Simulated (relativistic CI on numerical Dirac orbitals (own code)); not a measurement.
**Crystal-field levels of Pt+, 5d9**

Calculated by Dirac-Coulomb-Breit CI, separate exchange-only KLI orbitals for each configuration, a model potential for QED, valence Slater integrals scaled by 0.8, one configuration in a parametric crystal field (own radial code).

Field parameters in Wybourne normalisation: D4h B²₀ = −7Ds, B⁴₀ = 21(Dq − Dt), B⁴₄ = 21√(5/14) Dq. The field is a parameter set, without covalency.

S is read from ⟨S²⟩ = S(S + 1).

Levels (cm⁻¹, degeneracy): 0 (2), 306 (2), 18529 (2), 24056 (2), 28039 (2).

Problem. Which field gives this pattern?
A. D4h, 10Dq = 25600, Ds = -680, Dt = 630 cm⁻¹
B. D4h, 10Dq = 25600, Ds = -270, Dt = 630 cm⁻¹
C. D4h, 10Dq = 25600, Ds = 3000, Dt = 630 cm⁻¹
D. D4h, 10Dq = 25600, Ds = 140, Dt = 630 cm⁻¹

Solution. A. D4h, 10Dq = 25600, Ds = -680, Dt = 630 cm⁻¹, ground level with S = 0.50.
